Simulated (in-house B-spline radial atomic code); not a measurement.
# PBE hybrid excitations of Ba8+

Method: PBE hybrid with 1 exact exchange. Computed with an all-electron radial atomic-structure program (B-spline basis): linear response of the closed shell [Kr] 4d10 5s2 with the functional's adiabatic kernel; scalar-relativistic (spin-free one-electron X2C), finite nucleus, no spin-orbit coupling, no double excitations, S, P, D and F terms only; shells from n = 3 respond. Only terms of natural parity with L up to 3 were computed.

Spin-orbit coupling is strong here, so these LS terms don't match observed levels.

Command:
```bash
python run_td.py task.json out
```
Settings (radii: box in bohr, nucleus in fm):
```
Z                        56
electrons                48
configuration            [Kr] 4d10 5s2
hamiltonian              x2c
method                   pbeh
box_radius               11.59
exact_exchange_fraction  1
rms_radius               4.8378
intervals                69
```

Time taken, with all properties: 3.5 s on 1 thread of Arm Neoverse N1, on a shared host.

The lowest states, in the order of their Tamm-Dancoff energies; the method's threshold (minus the highest occupied level) is 129.72 eV. Labels give the largest channel, * marks a mixed state, and oscillator strengths are full-response dipole values. Semilocal kernels can invert the small singlet-triplet splittings of Rydberg terms. Energies in eV:

| state | full response | Tamm-Dancoff | oscillator strength |
| --- | --- | --- | --- |
| 5s → 5p 3P | 14.831 | 15.275 | - |
| 5s → 5p 1P | 20.328 | 20.853 | 1.59 |
| 5s → 4f 3F | 28.435 | 28.592 | - |
| 5s → 4f 1F | 29.550 | 29.640 | - |
| 5s → 5d 3D | 44.18 | 44.21 | - |
| 5s → 5d 1D | 46.03 | 46.09 | - |
| 5s → 6s 3S | 58.90 | 58.92 | - |
| 5s → 6s 1S | 60.05 | 60.10 | - |
| 5s → 6p 3P | ? | ? | - |
| 5s → 6p 1P | ? | ? | ? |

(1) Where does 5s → 6p 1P lie?

(2) Where does 5s → 6p 3P lie?

(3) How large is the singlet-triplet splitting of 5s → 5p (P terms) in Tamm-Dancoff?

(4) What polarisabilities and dispersion coefficient does the method give?

## Answers

(1) At 67.44 eV in full response, 67.47 eV in Tamm-Dancoff, oscillator strength 0.163.

(2) At 67.03 eV in full response, 67.04 eV in Tamm-Dancoff.

(3) 5.58 eV, from the unrounded values.

(4) Dipole 3.504 bohr³, quadrupole 3.839 bohr⁵, C6 9.573 hartree·bohr⁶ for two such species.
